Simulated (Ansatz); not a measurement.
## Pt(H2O)3 in a box, plane waves

Ansatz 0.2.0, DFT PBE, spin-orbit coupling, plane waves, PAW, molecule in a box. The geometry was relaxed with Gaussian bases (r2SCAN; Pt def2-SVP with ECP60, O def2-SVP, H def2-SVP).

```yaml
crystal:
  lattice:
    - [12.95, 0.0, 0.0]
    - [0.0, 13.49, 0.0]
    - [0.0, 0.0, 10.53]
  atoms:
    - { symbol: Pt, position: [0.46277683, 0.49740697, 0.49992118] }
    - { symbol: O, position: [0.64704324, 0.51867828, 0.49992118] }
    - { symbol: H, position: [0.65252741, 0.47478132, 0.57249288] }
    - { symbol: H, position: [0.65252741, 0.47478132, 0.42735043] }
    - { symbol: O, position: [0.35145483, 0.63996219, 0.49992118] }
    - { symbol: H, position: [0.38831351, 0.66647072, 0.57249288] }
    - { symbol: H, position: [0.38831351, 0.66647072, 0.42735043] }
    - { symbol: O, position: [0.38983398, 0.33358043, 0.49992118] }
    - { symbol: H, position: [0.34749035, 0.35096961, 0.57249288] }
    - { symbol: H, position: [0.34749035, 0.35096961, 0.42735043] }
basis:
  ecutwfc: 420
  ecutrho_ratio: 4
kpoints:
  mp_grid: { grid: [1, 1, 1] }
hamiltonian:
  xc: pbe
scf:
  occupations: { method: gaussian, width: 0.01 }
output:
  forces: true
  eigenvalues: true
  populations: true
  write_density: true
  write_potential: true
  elf: true
  volumetric_format: npy
magnetization:
  noncollinear: true
  spin_orbit: true
```

Command:
```sh
ansatz run input.yaml --threads 2 --pin off --max-ram 5120MiB --backend cpu --events-out ev --progress --plain --runs-dir out
```
It took 23 s on 2 threads of Arm Neoverse V2 (shared host), peak memory 2.2 GiB.

Q: How does the SCF go?

A: 
```
SCF iter   1: F=—  HF=-14355.353415 eV  |F-HF|=—  |Δ(HF+E_count)|=         —  Δρ=2.87e-2
preconditioner: auto → Resta (q_TF=auto, 1.453 Å⁻¹)  ε∞=1.2  [insulator: Δε(μ)=0.879 eV  Ē_g=10.624 eV  σ=0.010 eV  W_gap=1.00  n_
spin=Noncollinear: Resta preconditioning applied to the charge; magnetization (m_x, m_y, m_z) channels mix plain (no charge-respon
SCF iter   2: F=—  HF=-14351.129774 eV  |F-HF|=—  |Δ(HF+E_count)|=    4.22e0  Δρ=1.24e-2
SCF iter   3: F=—  HF=-14350.861219 eV  |F-HF|=—  |Δ(HF+E_count)|=   2.69e-1  Δρ=7.46e-3
...
SCF iter   8: F=—  HF=-14350.785656 eV  |F-HF|=—  |Δ(HF+E_count)|=   4.11e-6  Δρ=6.61e-5
SCF iter   9: F=—  HF=-14350.785671 eV  |F-HF|=—  |Δ(HF+E_count)|=   1.48e-5  Δρ=1.29e-5
SCF iter  10: F=—  HF=-14350.785670 eV  |F-HF|=—  |Δ(HF+E_count)|=   5.01e-7  Δρ=3.42e-6
SCF iter  11: F=—  HF=-14350.785670 eV  |F-HF|=—  |Δ(HF+E_count)|=   1.15e-8  Δρ=2.25e-6
SCF iter  12: F=-14350.785670 eV  HF=-14350.785670 eV  |F-HF|=2.81e-9  |Δ(HF+E_count)|=   1.88e-8  Δρ=6.50e-7
```

Q: Which levels lie next to the highest filled one (eV, counted from it)?

A: Filled: -1.72, -1.72, -1.34, -1.34, -0.64, -0.64, -0.33, -0.33, 0.00, 0.00. Empty: 0.55, 0.55, 2.24, 2.24, 2.27, 2.27, 2.68, 2.68.

Q: What forces are left at this geometry, relaxed with Gaussian bases (eV/Å)?

A: 
```
Pt   0.00  0.00  0.00
O   -0.02  0.27  0.00
H    0.00 -0.13  0.24
H    0.00 -0.13 -0.24
O   -0.23 -0.16  0.00
H    0.12  0.07  0.24
H    0.12  0.07 -0.24
O    0.24 -0.13  0.00
H   -0.11  0.07  0.24
H   -0.11  0.07 -0.24
```

The highest of the empty levels listed lie near the vacuum level and may be states of the box.

The forces come from the other functional as well as from the basis.

No frequency check is given that shows the relaxed geometry to be a minimum.
